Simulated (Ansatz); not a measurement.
Geometry optimisation, DFT PBE, scalar-relativistic, plane waves, PAW in Ansatz.

Input:

```yaml
accuracy: low
crystal:
  lattice:
    - [10.131594, 0.0, 0.0]
    - [0.0, 10.131594, 0.0]
    - [0.0, 0.0, 10.131594]
  atoms:
    - { symbol: S, position: [0.2140612, 0.0414302, 0.6642243] }
    - { symbol: C, position: [0.1504724, 0.0790254, 0.5290024] }
    - { symbol: S, position: [0.0868836, 0.1166206, 0.3937805] }
    - { symbol: S, position: [0.599735, 0.2974521, 0.3343817] }
    - { symbol: C, position: [0.6359057, 0.4440699, 0.3037749] }
    - { symbol: S, position: [0.6720764, 0.5906878, 0.2731682] }
    - { symbol: S, position: [0.3074578, 1.1077958, 0.1404158] }
    - { symbol: C, position: [0.278722, 0.9731423, 0.2095863] }
    - { symbol: S, position: [0.2499861, 0.8384887, 0.2787569] }
    - { symbol: S, position: [0.5367291, 0.379688, 0.7881741] }
    - { symbol: C, position: [0.6531, 0.2838138, 0.7564274] }
    - { symbol: S, position: [0.7694709, 0.1879397, 0.7246806] }
    - { symbol: S, position: [0.8521162, 0.7250343, 0.9378337] }
    - { symbol: C, position: [0.8146214, 0.7185075, 0.7885239] }
    - { symbol: S, position: [0.7771265, 0.7119807, 0.639214] }
    - { symbol: S, position: [0.1372167, 0.3118548, 0.8898356] }
    - { symbol: C, position: [0.1483622, 0.4466244, 0.8159789] }
    - { symbol: S, position: [0.1595077, 0.5813941, 0.7421222] }
    - { symbol: S, position: [0.0893364, 0.5606824, 0.2835876] }
    - { symbol: C, position: [0.2343035, 0.5510658, 0.2322655] }
    - { symbol: S, position: [0.3792706, 0.5414492, 0.1809434] }
    - { symbol: S, position: [0.6135189, 0.1506296, 0.0456005] }
    - { symbol: C, position: [0.6682198, 0.0212974, 0.1090267] }
    - { symbol: S, position: [0.7229207, -0.1080348, 0.1724528] }
basis:
  ecutwfc: 420.0
kpoints:
  mp_grid: { grid: [1, 1, 1] }
hamiltonian:
  xc: pbe
scf:
  occupations: { method: fermi_dirac, width: 0.02 }
  lower_state_search: "off"
relax:
  f_tol: 0.3
  max_steps: 15
  adjacent_minimum: "off"
```

Launched with:

```bash
$ ansatz run input.yaml --threads 1 --pin off --max-ram 3072MiB --backend cpu --events-out ev --progress --plain --runs-dir out
```

Where does it end, and by what steps?

The forces met the threshold. The threshold is loose, so the end isn't yet a minimum. The force dipped under the threshold on the way, but the program's further checks kept it going. Limits of this set-up: coarse k mesh, low accuracy level. After 9 steps the energy has fallen by 0.877 eV; S24 moved furthest, 1.35 Å.

| step | energy less start (eV) | largest force component (eV/Å) | accepted |
| --- | --- | --- | --- |
| 0 | 0.0000 | 0.526 | yes |
| 1 | -0.3248 | 0.359 | yes |
| 2 | -0.5196 | 0.630 | yes |
| 3 | -0.6525 | 0.310 | yes |
| 4 | -0.7295 | 0.302 | yes |
| 5 | -0.7742 | 0.405 | yes |
| 6 | -0.8135 | 0.285 | yes |
| 7 | -0.8135 | 0.287 | yes |
| 8 | -0.8480 | 0.162 | yes |
| 9 | -0.8771 | 0.248 | yes |

```xyz
24
Lattice="10.1316 0.0000 0.0000 0.0000 10.1316 0.0000 0.0000 0.0000 10.1316" Properties=species:S:1:pos:R:3
S 2.334 0.012 6.914
C 1.474 0.735 5.824
S 0.620 1.461 4.736
S 5.683 3.029 3.827
C 6.342 4.268 3.135
S 7.000 5.508 2.431
S 2.667 11.307 0.855
C 2.870 10.090 1.824
S 3.072 8.877 2.795
S 5.399 3.934 7.889
C 6.574 2.989 7.483
S 7.747 2.043 7.076
S 8.789 7.290 9.277
C 8.129 7.389 7.866
S 7.469 7.485 6.452
S 0.780 3.572 8.573
C 1.463 4.777 7.849
S 2.141 5.983 7.121
S 0.732 5.149 3.317
C 1.946 5.208 2.331
S 3.165 5.283 1.356
S 6.887 1.069 0.502
C 7.509 0.173 1.625
S 8.133 -0.716 2.757
```

Run time: 70 s on 1 thread of Arm Neoverse V1, on a shared host, peak memory 0.71 GiB.
